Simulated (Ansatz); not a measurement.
Reaction (redistribution): `[OH][Sn][O][SiH3]` + `[MgH][O][SiH3]` → `[SiH3][O][Sn][O][SiH3]` + `[OH][MgH]`

Program: Ansatz. Geometries: PBE0-D4/def2-TZVP. ΔE: electronic, gas phase. CCSD(T)/CBS adds triple-zeta CCSD(T) − MP2 to the extrapolated MP2 energy (def2 sets, frozen cores). Functionals use def2-TZVPP. def2 core potentials past Kr. For Mg, Sn outer-core shells are correlated without core-valence functions, which leaves a few kJ/mol of doubt a bond. One conformer a species, not always the lowest.

```json
{"level": "LDA (SPW92)", "ΔE (kcal/mol)": "5.0", "difference from CCSD(T)/CBS": "0.9"}
{"level": "BLYP-D4", "ΔE (kcal/mol)": "3.7", "difference from CCSD(T)/CBS": "-0.4"}
{"level": "PBE0-D4", "ΔE (kcal/mol)": "4.3", "difference from CCSD(T)/CBS": "0.2"}
{"level": "r2SCAN0-D4", "ΔE (kcal/mol)": "4.4", "difference from CCSD(T)/CBS": "0.3"}
{"level": "ωB97M-V", "ΔE (kcal/mol)": "4.1", "difference from CCSD(T)/CBS": "0.0"}
{"level": "PBE", "ΔE (kcal/mol)": "5.9", "difference from CCSD(T)/CBS": "1.8"}
{"level": "BLYP", "ΔE (kcal/mol)": "5.9", "difference from CCSD(T)/CBS": "1.8"}
{"level": "r2SCAN", "ΔE (kcal/mol)": "5.3", "difference from CCSD(T)/CBS": "1.2"}
{"level": "r2SCANh", "ΔE (kcal/mol)": "5.1", "difference from CCSD(T)/CBS": "1.0"}
{"level": "r2SCAN0", "ΔE (kcal/mol)": "4.9", "difference from CCSD(T)/CBS": "0.8"}
{"level": "HF/def2-SVP", "ΔE (kcal/mol)": "3.2", "difference from CCSD(T)/CBS": "-0.9"}
{"level": "MP2/def2-TZVPP", "ΔE (kcal/mol)": "4.3", "difference from CCSD(T)/CBS": "0.2"}
{"level": "SCS-MP2/def2-TZVPP", "ΔE (kcal/mol)": "4.5", "difference from CCSD(T)/CBS": "0.4"}
{"level": "CCSD(T)/def2-TZVPP", "ΔE (kcal/mol)": "4.7", "difference from CCSD(T)/CBS": "0.6"}
{"level": "MP2/def2-QZVPP", "ΔE (kcal/mol)": "4.0", "difference from CCSD(T)/CBS": "-0.1"}
{"level": "SCS-MP2/def2-QZVPP", "ΔE (kcal/mol)": "4.2", "difference from CCSD(T)/CBS": "0.1"}
{"level": "CCSD(T)/CBS", "ΔE (kcal/mol)": "4.1", "difference from CCSD(T)/CBS": "0"}
```

**Question.** What do rigid-rotor, harmonic-oscillator terms from PBE0-D4/def2-TZVP frequencies (298.15 K, 1 bar) make of the CCSD(T)/CBS value? (An estimate is asked.)

**Answer.** Ansatz gave: ΔZPE = -0.8 kcal/mol, ΔH = +4.2 kcal/mol, ΔS = 9 J/(mol·K), ΔG = +3.5 kcal/mol.

Largest T1 diagnostic among the species: 0.016.

The D4 term adds −2.0 kcal/mol with B3LYP and −1.2 kcal/mol with PBE0; it sums over pairs of atoms, weighted by their polarisabilities, and B3LYP, whose exchange is more repulsive, gets the larger term. From BLYP to BHLYP (50 % exact exchange), in def2-TZVPP and without D4, ΔE moves by −1.2 kcal/mol.

B3LYP here is the variant with VWN-RPA as its local correlation; programs differ in this.
